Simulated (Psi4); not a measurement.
Psi4 input (wB97X-D/6-311+G**):

```
memory 1500 MB

molecule {
-1 1
B    -0.00000000   -0.00000000   -0.58802645
N     0.00000000    0.00000000    0.67320420
H    -0.00000000   -0.00000000   -1.77229712
symmetry c1
no_reorient
no_com
}

set {
  basis 6-311+G**
  reference rks
  scf_type pk
  dft_radial_points 99
  dft_spherical_points 590
  e_convergence 1e-8
  d_convergence 1e-7
  maxiter 150
}

e = energy('wb97x-d')
print_out(f'\nFINAL {e:.10f} DIPOLE {variable("CURRENT DIPOLE")[0]:.6f} {variable("CURRENT DIPOLE")[1]:.6f} {variable("CURRENT DIPOLE")[2]:.6f}\n')
```

Question: Predict the final energy.

Answer: -80.18652 Eh.
